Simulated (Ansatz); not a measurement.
Job for Ansatz (a first-principles code): U-wB97X-V/cc-pVTZ on H6 chain, a point of a bond scan (R = 1.800 Å).

Ansatz 0.2 input:
```yaml
crystal:
  periodic: [false, false, false]
  atoms:
    - {symbol: H, position_ang: [0.00000000, 0.00000000, 0.00000000]}
    - {symbol: H, position_ang: [0.00000000, 0.00000000, 1.80000000]}
    - {symbol: H, position_ang: [0.00000000, 0.00000000, 3.60000000]}
    - {symbol: H, position_ang: [0.00000000, 0.00000000, 5.40000000]}
    - {symbol: H, position_ang: [0.00000000, 0.00000000, 7.20000000]}
    - {symbol: H, position_ang: [0.00000000, 0.00000000, 9.00000000]}
basis:
  gaussian:
    orbitals: cc-pVTZ
hamiltonian:
  xc: {name: wB97X-V}
magnetization: {spin_polarized: true, initial_magnetization: 0}
```

Predict the final total energy.

-3.0931 hartree. Its determinant has ⟨S²⟩ = 1.61, a mixture of spin states.

How many basis functions does it have, and what does it roughly cost on one machine?

84 functions; about 13 core-seconds (a rough figure).
